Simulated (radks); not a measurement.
Isoelectronic series with 12 electrons, all held in the configuration [Ne] 3s2, which need not be the ground one along the series. Method: Dirac Kohn-Sham, PBE, spin-unpolarised, spherical densities, finite nucleus; Fermi nuclear charge, rms radius of each element as measured or else 0.836 A^(1/3) + 0.57 fm; computed with a radial shooting solver on a logarithmic mesh with Libxc functionals. Total energies (hartree) and mean radii <r> (bohr):

| ion | E (hartree) | 3s1/2 | 2p3/2 |
|---|---|---|---|
| Mg | -200.27986 | 3.150 | 0.6902 |
| Si2+ | -288.96485 | 1.951 | 0.5369 |
| S4+ | -394.82429 | 1.466 | 0.4403 |
| Ar6+ | -517.87196 | 1.186 | 0.3734 |
| Ca8+ | -658.16393 | 0.9989 | 0.3243 |
| Ti10+ | -815.77664 | 0.8643 | 0.2867 |
| Cr12+ | -990.80189 | 0.7622 | 0.2569 |
| Fe14+ | -1183.34458 | 0.6818 | 0.2328 |
| Ni16+ | -1393.52268 | 0.6168 | 0.2127 |
| Zn18+ | -1621.46611 | 0.5631 | 0.1959 |
| Ge20+ | -1867.31845 | 0.5178 | 0.1815 |
| Se22+ | -2131.23689 | 0.4792 | 0.1690 |
| Kr24+ | -2413.39167 | 0.4458 | 0.1582 |
